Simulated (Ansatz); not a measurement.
`C#CC(=O)[SiH3]` + HBr → `[SiH3]Br` + `C#CC=O` at 298.15 K and 1 bar (ligand exchange at the Si–C bond).

Calculated with Ansatz (gas phase, PBE0-D4/def2-TZVP geometries, no zero-point term in ΔE). CCSD(T)/CBS adds triple-zeta CCSD(T) − MP2 to the extrapolated MP2 energy (def2 sets, frozen cores). For Br outer-core shells are correlated without core-valence functions, which leaves a few kJ/mol of doubt a bond. Scalar relativity is left out up to krypton.

| species | CCSD(T)/CBS energy (Eh) | H − E (kJ/mol) | S (J/(mol·K)) |
| --- | --- | --- | --- |
| `C#CC(=O)[SiH3]` | -480.70818 | 157.1 | 338.2 |
| HBr | -2573.91920 | 24.6 | 198.6 |
| `[SiH3]Br` | -2864.23411 | 79.2 | 262.6 |
| `C#CC=O` | -190.43458 | 111.9 | 273.9 |

H − E and S are ideal-gas, rigid-rotor, harmonic terms from PBE0-D4/def2-TZVP. 1 Eh = 2625.50 kJ/mol, R = 8.31446 J/(mol·K).

Problem. By hand: ΔE, ΔH, ΔS and ΔG.

Solution. ΔE = (-2864.23411) + (-190.43458) − (-480.70818) − (-2573.91920) = -0.04131 Eh = -108.5 kJ/mol. Δ(H − E) = 79.2 + 111.9 − 157.1 − 24.6 = 9.4, so ΔH = -99.1 kJ/mol. ΔS = 262.6 + 273.9 − 338.2 − 198.6 = -0.3 J/(mol·K). ΔG = -99.1 − 298.15 × (-0.3)/1000 = -99.0 kJ/mol.

Problem. By hand: the equilibrium constant, and the temperature at which ΔG would vanish if ΔH and ΔS stayed fixed.

Solution. log₁₀ K = −ΔG/(RT ln 10) = 17.3. ΔG = 0 at ΔH/ΔS = 330333 K, far beyond where these terms or the molecules hold.

The number of gas molecules stays the same, so ΔS is small and ΔH decides. A doubt of 5 kJ/mol in ΔE shifts log₁₀ K by 0.9 here. Modes under 60 cm⁻¹, often nearly free rotors, make the harmonic entropy too high. These are equilibria of isolated gas molecules and say nothing of rates. Largest T1 diagnostic: 0.016 (customary marks: 0.02 for closed shells, 0.045 for open ones).
